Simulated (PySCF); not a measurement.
Mg: excitation energy

Mg [Ne] 3s2 (1S) → Mg [Ne] 3s1 4s1 (3S), as a difference of total energies. Calculation: PySCF 2.14, in aug-cc-pCVDZ (6s5p3d, 36 functions); no relativity, point nucleus. Correlated levels: nothing frozen. The calculations carry no spin-orbit coupling.

| method | excitation energy (eV) |
| --- | --- |
| UHF | 4.243 |
| MP2 (all electrons) | 4.831 |
| SCS-MP2 (all electrons) | 4.971 |
| CCSD (all electrons) | 5.036 |
| CCSD(T) (all electrons) | 5.052 |

Q: How much does correlation contribute at CCSD(T) (all electrons)?

A: 5.052 − (4.243) = 0.809 eV, measured against UHF.

Errors of the correlated levels include the incompleteness of this basis.

For comparison: 5.108 eV (measured; NIST levels).
